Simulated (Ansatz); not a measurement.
`N=CBO` + H₂ → `C=N` + `BO` at 400 K and 1 bar (hydrogenolysis of a C–B bond).

Gas-phase electronic energies from Ansatz, PBE0-D4/def2-TZVP geometries. CBS: MP2 limit from def2 TZ/QZ plus the TZ coupled-cluster correction, frozen cores. This one scheme is used for every species. One conformer a species, not always the lowest.

```json
{"species": "`N=CBO`", "CCSD(T)/CBS energy (Eh)": "-195.15297", "H − E (kJ/mol)": "179.1", "S (J/(mol·K))": "304.3"}
{"species": "H₂", "CCSD(T)/CBS energy (Eh)": "-1.17544", "H − E (kJ/mol)": "38.0", "S (J/(mol·K))": "139.0"}
{"species": "`C=N`", "CCSD(T)/CBS energy (Eh)": "-94.52360", "H − E (kJ/mol)": "119.4", "S (J/(mol·K))": "238.9"}
{"species": "`BO`", "CCSD(T)/CBS energy (Eh)": "-101.80414", "H − E (kJ/mol)": "108.2", "S (J/(mol·K))": "244.0"}
```

H − E and S are ideal-gas, rigid-rotor, harmonic terms from PBE0-D4/def2-TZVP, for one conformer and one mirror image of each species. The MP2-based limit puts H₂ 0.8 mEh under its directly extrapolated value; such offsets cancel only in part. 1 Eh = 2625.50 kJ/mol, R = 8.31446 J/(mol·K).

By hand: ΔE, ΔH, ΔS and ΔG.

ΔE = (-94.52360) + (-101.80414) − (-195.15297) − (-1.17544) = 0.00067 Eh = 1.8 kJ/mol. Δ(H − E) = 119.4 + 108.2 − 179.1 − 38.0 = 10.5, so ΔH = 12.3 kJ/mol. ΔS = 238.9 + 244.0 − 304.3 − 139.0 = 39.6 J/(mol·K). ΔG = 12.3 − 400 × (39.6)/1000 = -3.5 kJ/mol.

By hand: the equilibrium constant, and the temperature at which ΔG would vanish if ΔH and ΔS stayed fixed.

log₁₀ K = −ΔG/(RT ln 10) = 0.5. ΔG = 0 at ΔH/ΔS = 311 K.

TΔS isn't small against ΔH here. The sign of ΔG lies within the doubt. A doubt of 5 kJ/mol in ΔE shifts log₁₀ K by 0.7 here. Other conformers and mirror images would add mixing entropy, several J/(mol·K) or more a flexible species. These are equilibria of isolated gas molecules and say nothing of rates. Largest T1 diagnostic: 0.014 (customary marks: 0.02 for closed shells, 0.045 for open ones).
